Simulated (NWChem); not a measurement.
System meant: CHOS cation; SMILES C(=[SH+])=O

Input file for NWChem:

```
start job
memory heap 200 mb stack 900 mb global 1100 mb
charge 1
geometry units angstroms noautoz
  O      0.012090    -1.719677     0.000000
  C     -0.002834    -0.599479     0.000000
  S      0.077845     1.042187     0.000000
  H     -1.282737     1.114363     0.000000
end
basis spherical
  O library def2-svp
  C library def2-svp
  S library def2-svp
  H library def2-svp
end
dft
  xc xpbe96 cpbe96
  iterations 4
  mulliken
end
task dft energy
```

End of the output:

```
    Atom       Charge   Shell Charges
 -----------   ------   -------------------------------------------------------
    1 O    8     7.77   1.98  0.94  0.61  2.63  1.58  0.04
    2 C    6     5.96   1.97  0.69  0.32  1.80  1.01  0.18
    3 S   16    15.40   2.00  1.95  1.00  0.59  5.80  1.84  2.10  0.12
    4 H    1     0.87   0.55  0.24  0.08

 center of mass
 --------------
 x =   0.03975583 y =  -0.03406014 z =   0.00000000

 moments of inertia (a.u.)
 ------------------
         312.823316499592           0.000000000000           0.000000000000
           0.000000000000           6.484976465359           0.000000000000
           0.000000000000           0.000000000000         319.308292964951

     Multipole analysis of the density
     ---------------------------------

     L   x y z        total         alpha         beta         nuclear
     -   - - -        -----         -----         ----         -------
     0   0 0 0      1.000000    -15.000000    -15.000000     31.000000

     1   1 0 0     -0.594292     -0.297146     -0.297146     -0.000000
     1   0 1 0      0.809240      0.404620      0.404620     -0.000000
     1   0 0 1     -0.000000     -0.000000     -0.000000      0.000000

     2   2 0 0    -13.124208     -9.692817     -9.692817      6.261426
     2   1 1 0     -1.505403      0.513937      0.513937     -2.533277
     2   1 0 1     -0.000000     -0.000000     -0.000000      0.000000
     2   0 2 0    -10.873871    -84.748263    -84.748263    158.622656
     2   0 1 1     -0.000000     -0.000000     -0.000000      0.000000
     2   0 0 2    -16.020358     -8.010179     -8.010179      0.000000

 ------------------------------------------------------------------------
 dft energy failed                                                                                  0
 ------------------------------------------------------------------------
 ------------------------------------------------------------------------
  current input line :
    21: task dft energy
 ------------------------------------------------------------------------
 ------------------------------------------------------------------------
 This type of error is most commonly associated with calculations not reaching convergence criteria
 ------------------------------------------------------------------------
 For more information see the NWChem manual at https://nwchemgit.github.io

0:dft energy failed:Received an Error in Communication
```

Task: Can this run be used? If not, why, and what is the fix?

Result: The run did not converge; its last values are not results. Cause: the SCF was allowed too few iterations. This input runs:
```
start job
memory heap 200 mb stack 900 mb global 1100 mb
charge 1
geometry units angstroms noautoz
  O      0.012090    -1.719677     0.000000
  C     -0.002834    -0.599479     0.000000
  S      0.077845     1.042187     0.000000
  H     -1.282737     1.114363     0.000000
end
basis spherical
  O library def2-svp
  C library def2-svp
  S library def2-svp
  H library def2-svp
end
dft
  xc xpbe96 cpbe96
  iterations 150
  mulliken
end
task dft energy
```
It converges to -511.28403 Ha (PBE/def2-SVP).
